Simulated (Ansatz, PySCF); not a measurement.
Spin states of CrO2 (SMILES [O]=[Cr]=[O]), each relaxed with B3LYP-D3(BJ)/def2-TZVP.
State 1 (charge 0, multiplicity 3):
```xyz
3

Cr     0.2467    -0.2041     0.2456
O      0.9741     0.2988    -1.0837
O     -1.2540    -0.0472     0.7677
```
State 2 (charge 0, multiplicity 1):
```xyz
3

Cr     0.271    -0.225     0.271
O      0.932     0.304    -1.072
O     -1.236    -0.032     0.730
```

Singlets are restricted, other states unrestricted; no spin–orbit coupling, no relativity up to Kr; see below for the cores. The largest T1 diagnostic is 0.075.

Correlated levels freeze the inner cores; with def2 sets outer-core shells near the valence are correlated too.

The values were computed with Ansatz (Gaussian basis) for Hartree–Fock, density functionals and correlated methods; PySCF for the dispersion terms. 

Problem. Give the energy of the multiplicity-1 state less that of the multiplicity-3 state at the level B2PLYP/def2-TZVPP.

Solution. 0.81 eV

Problem. Estimate the energy of the multiplicity-1 state less that of the multiplicity-3 state that wB97X-V/def2-TZVPP returns for this input.

Solution. 0.98 eV

Problem. What energy of the multiplicity-1 state less that of the multiplicity-3 state does BHLYP-D3(BJ)/def2-TZVPP give?

Solution. 1.24 eV

Doubts at one or more of the structures used: a spin-contaminated determinant (B2PLYP/def2-TZVPP); a restricted determinant that unrestricted orbitals would lower (B2PLYP/def2-TZVPP).

Ansatz is an electronic-structure program.
